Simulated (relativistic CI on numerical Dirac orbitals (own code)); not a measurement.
Radial parameters of Mn¹¹⁺

Calculated at this level of theory: Dirac-Coulomb-Breit CI, KLI orbitals optimised for each configuration, model QED (radiative potential, 1s self-energy scaled to tabulated hydrogen-like ionisation energies), unscaled Slater integrals (own radial code, finite nucleus).

Slater integrals F^k, G^k are unscaled and averaged over j, outside the closed core [Ne]; ζ comes from projecting the Hamiltonian with its Breit term on Σ l·s of the shell.

- 3s2 3p2: F^2(3p,3p) = 134570, ζ(3p) = 9846.5 cm⁻¹; <r>(3p) = 0.7459, <r^2>(3p) = 0.6405 (bohr units).
- 3s 3p3: F^2(3p,3p) = 134470, G^1(3s,3p) = 175280, ζ(3p) = 9831 cm⁻¹; <r>(3s) = 0.7448, <r^2>(3s) = 0.6305, <r>(3p) = 0.7465, <r^2>(3p) = 0.6415 (bohr units).
- 3s2 3p 3d: ζ(3p) = 9842.6, F^2(3p,3d) = 133040, G^1(3p,3d) = 153130, G^3(3p,3d) = 99140, ζ(3d) = 697.99 cm⁻¹; <r>(3p) = 0.7472, <r^2>(3p) = 0.6428, <r>(3d) = 0.7085, <r^2>(3d) = 0.5855 (bohr units).

Averages of the first 10 configurations, taken without configuration mixing, which lowers the lowest level and can move excited configurations by several eV; other configurations of the list can lie among them:

| Configuration | Parity | States | Average energy above the lowest level (eV) |
| --- | --- | --- | --- |
| 3s2 3p2 | even | 15 | 7.0 |
| 3s 3p3 | odd | 40 | 41.7 |
| 3s2 3p 3d | odd | 60 | 58.6 |
| 3p4 | even | 15 | 82.5 |
| 3s 3p2 3d | even | 300 | 90.7 |
| 3p3 3d | odd | 200 | 128.8 |
| 3s 3p 3d2 | odd | 540 | 141.6 |
| 3s2 3p 4s | odd | 12 | 149.8 |
| 3s2 3d 4p | odd | 60 | 214.9 |
| 3s2 3p 4p | even | 36 | 163.2 |
